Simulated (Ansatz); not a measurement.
Cd6Se4Br4, a halide-capped nanocrystal cut from zinc blende CdSe (4 Br on the cations), relaxed as a singlet with RKS PBE-D4/def2-SVP in Ansatz, starting from the GFN1-xTB geometry. Force threshold 0.03 eV/Å.

In the def2 sets Cd takes a core potential; there is no spin–orbit coupling. Single mean-field runs in def2-SVP are fitted with def2-universal-jkfit.

Start:

Cartesian coordinates in Å:
```
Cd -1.6611 0.2402 -1.9844
Cd 1.6892 0.8702 -2.4296
Cd -0.7081 2.3454 0.9696
Cd -2.0642 -1.3360 1.4660
Cd 1.9782 -0.7536 1.7204
Cd 0.5496 -2.2025 -1.2888
Se -0.3860 2.3227 -1.7105
Se -1.9806 -2.1504 -1.2113
Se 2.6629 -1.0151 -0.8653
Se -0.2935 0.2374 2.3570
Br 2.2394 0.7438 -4.8430
Br -1.4607 4.5121 1.8840
Br -4.1285 -2.0917 2.5854
Br 3.5632 -1.7225 3.3504
```

Problem. Estimate the energy that the relaxation releases and the steps that it takes.

Solution. 0.32 eV, in 18 steps; 1.8 min on 2 threads of AMD EPYC 7R13 on a shared host and a share (18 GiB) of an NVIDIA H100 80GB HBM3. The force fell under the threshold at step 17, but the optimiser went on. No frequencies were taken in this run, so the end may be a saddle point.

Problem. Does the start keep its bonding and symmetry?

Solution. By distances, no bond broke or formed. The bond that changes most is Cd5–Se10, from 2.56 to 2.64 Å (atoms count from 1).

Problem. Predict the relaxed structure.

Solution. 
```xyz
14

Cd   -2.044   -0.069   -1.712
Cd    1.570    0.873   -2.248
Cd   -0.507    2.291    0.536
Cd   -2.376   -1.554    1.599
Cd    1.860   -0.657    1.463
Cd    0.016   -2.329   -1.055
Se   -0.845    2.057   -2.133
Se   -2.510   -2.476   -1.087
Se    2.323   -1.430   -1.102
Se   -0.554    0.189    2.128
Br    3.327    2.103   -3.498
Br    0.135    4.532    1.367
Br   -4.202   -2.751    2.754
Br    3.807   -0.779    2.988
```
Bond lengths (bridged metal pairs left out): 12 × Cd–Se 2.48 to 2.84 Å; 4 × Br–Cd 2.47 to 2.48 Å.
